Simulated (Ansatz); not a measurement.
Reaction (redistribution): `CC[Si]OC` + `[SiH3]O[SiH3]` → `CC[SiH]` + `CO[SiH2]O[SiH3]`

Gas-phase electronic energies from Ansatz, PBE0-D4/def2-TZVP geometries. CBS: MP2 limit from def2 TZ/QZ plus the TZ coupled-cluster correction, frozen cores. DFT in def2-TZVPP. B3LYP here is the variant with VWN-RPA as its local correlation; programs differ in this. Each species was taken in one conformer, which may not be the lowest.

```csv
level,ΔE (eV)
B97M-V,0.28
B3LYP,0.32
r2SCANh,0.32
MP2/CBS(def2),0.34
```

Question: What does CCSD(T)/CBS give? (An estimate is asked.)

Answer: Ansatz gave: +0.30 eV. The listed levels differ from it by -0.02, 0.02, 0.02, 0.04 eV.

Largest T1 diagnostic among the species: 0.013.

Leaving LDA and LC-ωPBE aside and taking each functional with its dispersion term where it has one, the values, not all of them listed here, spread over 0.11 eV, from B97M-V to BLYP-D4. LDA lies +0.03 eV from PBE without D4. From PBE to PBE0 (25 % exact exchange), in def2-TZVPP and without D4, ΔE moves by −0.06 eV.
